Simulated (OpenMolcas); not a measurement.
# Os+: effect of the IPEA shift

```json
{"Program": "OpenMolcas 26.06", "Basis": "ANO-RCC-VTZP [8s7p5d3f2g1h]", "Scalar Hamiltonian": "DKH2, point nucleus", "Active space": "7 electrons in 9 orbitals (RAS2 5d 6s; RAS3 6p, at most 2 electrons)", "State averaging": "2S+1 = 6 even, 6 roots; 2S+1 = 4 even, 84 roots kept (CI in the orbitals of an earlier block); 2S+1 = 2 even, 90 roots kept (CI in the orbitals of an earlier block); 2S+1 = 6 odd, 15 roots; 2S+1 = 8 odd, 3 roots kept (CI in the orbitals of an earlier block); 2S+1 = 4 odd, 15 roots kept (CI in the orbitals of an earlier block); 2S+1 = 2 odd, 9 roots kept (CI in the orbitals of an earlier block, 0 in the spin-orbit step)", "Spin-orbit coupling": "state interaction with AMFI integrals over the reference wave functions, term energies averaged over their components"}
```

Methods on the same reference wave functions:
A. RASSCF
B. MS-RASPT2, IPEA 0 Eh, imaginary shift 0.1 Eh (closed shells correlated: 5s 5p)
C. MS-RASPT2, IPEA 0.25 Eh, imaginary shift 0.1 Eh (closed shells correlated: 5s 5p)

Energies in cm⁻¹ above 5d⁶ 6s ⁶D_9/2, the measured ground level; measured values from NIST Handbook of Basic Atomic Spectroscopic Data.

```csv
Level,A,B,C,Measured
5d⁶ 6s ⁶D_9/2,0.0,0.0,0.0,0.0
5d⁶ 6s ⁶D_7/2,3599,3850,3820,3593
5d⁶ 6s ⁶D_3/2 [72 %],6213,5810,6040,5592
5d⁶ 6s ⁶D_1/2,7079,6900,7040,6637
5d⁵ 6s² ⁶S_5/2 [61 %],8083,6910,7410,7892
5d⁷ ⁴F_9/2 [74 %],15114,9950,10730,
5d⁷ ⁴F_7/2 [59 %],19612,15020,15900,
5d⁶ 6s ⁴H_13/2,21667,19710,20500,
5d⁶ 6s ⁴D_1/2(2) [55 %],28923,25010,26400,
5d⁶ 6s ⁴D_5/2(2) [65 %],30212,25660,27250,
5d⁶ 6s ²H_11/2 [56 %],30222,25990,27370,
5d⁶ 6s ⁴D_3/2(2),30535,26010,27570,
```

Deviations, from unrounded energies. A percentage is the sum of absolute deviations over the sum of measured energies, with the sign that they share, or ± where signs differ.

| Against measurement | Levels | A | B | C |
| --- | --- | --- | --- | --- |
| mean absolute deviation (cm-1) | 4 | 320 | 430 | 390 |
| fine structure of the ground term (%) | 3 | +6.8 | +4.6 | +6.8 |
| other configurations (%) | 1 | +2.4 | -12.4 | -6.2 |

A lies closest to measurement on these levels and B furthest from it. The largest miss of A in the table is 5d⁶ 6s ⁶D_3/2 [72 %], by +620 cm-1. The ranking rests on the paired levels alone, and a cruder setting can come out closer through cancelling errors.

Between B and C the level of the table that moves most is 5d⁶ 6s ⁴D_5/2(2) [65 %], by 1600 cm-1 (lowest in B, highest in C). Moves below CASPT2's spread within the term are not significant.

The mean deviations of B to C differ by less than CASPT2's widest spread within a term (340 cm-1), so their order carries little weight.

From A to B the spin-free energies of the other terms of 5d⁶ 6s shown, above ⁶D, scale by factors of 0.79 to 0.87.

The lowest spin-free term lies below A's lowest term by 0.403 hartree in B, 0.391 hartree in C.

CASPT2 breaks the degeneracy within a term, and the mean is taken; among the terms shown or strongly mixed into the levels shown the widest spread is 340 cm-1 (5d⁶ 6s ²H, C). Some high roots are left out of the spin-orbit mixing, which shifts the levels that they would mix with. Terms from blocks run as CI alone lack orbitals of their own. Configurations are named by rounded mean occupations; where the s occupation lies near a half they are strongly mixed, a name can repeat and a true partner stay unpaired. A single d shell beside an s shell can misplace configurations of different d count against each other. Without dynamic correlation excited terms often stand tens of per cent too high (terms of higher spin than the ground term too low), and those without a measured partner can miss by more than the paired ones (holds for A). Blocks of more than 70 roots (2S+1 = 4 even, 2 even) ran without multistate coupling (holds for B; C). The CASPT2 spread within a term exceeds the gap to the next term for 5d⁷ ⁴F and 5d⁶ 6s ⁴P(1), so the order of their levels is uncertain, and so are names and mixing where such terms share a J (holds for C). Measured partners are found by configuration, term and J. A level has none where our copy of the source lacks it or the pairing is in doubt (some pairs that miss far off the trend of their configuration count as doubtful), and it then counts in no deviation. Only configurations of the active space appear. The table leaves out levels that lie high or whose names do not pair safely across all columns.

A share in square brackets marks a mixed level and gives the weight of the term that names it, the lowest over the columns. A number in round brackets counts repeated terms of one configuration in the order of the reference energies.
